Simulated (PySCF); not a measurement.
Si(Cl)(Me)(OH)2 (CH5ClO2Si), SMILES C[Si](O)(O)Cl. Coordinates come from a B3LYP-D3(BJ)/def2-SVP optimisation. Other conformers were not sampled.

Q: Give the equilibrium geometry at B3LYP-D3(BJ)/def2-SVP (PySCF confirms it by a frequency run) as bond lengths and angles. (An estimate is asked for; the answer gives what the named calculation found.)

A: This is not unique; one that fits is 
Atoms: C1 Si2 O3 O4 Cl5 H6 H7 H8 H9 H10. Bonds (Å): C1–Si2 1.850, C1–H6 1.101, C1–H7 1.101, C1–H8 1.100, Si2–O3 1.659, Si2–O4 1.650, Si2–Cl5 2.095, O3–H9 0.964, O4–H10 0.965. Bond angles (°): Si2–C1–H6 110.1, Si2–C1–H7 110.4, Si2–C1–H8 110.8, H6–C1–H7 108.4, H6–C1–H8 108.6, H7–C1–H8 108.4, C1–Si2–O3 114.0, C1–Si2–O4 107.5, C1–Si2–Cl5 109.3, O3–Si2–O4 109.3, O3–Si2–Cl5 106.1, O4–Si2–Cl5 110.6, Si2–O3–H9 117.0, Si2–O4–H10 116.9.
Charge 0, spin multiplicity 1.
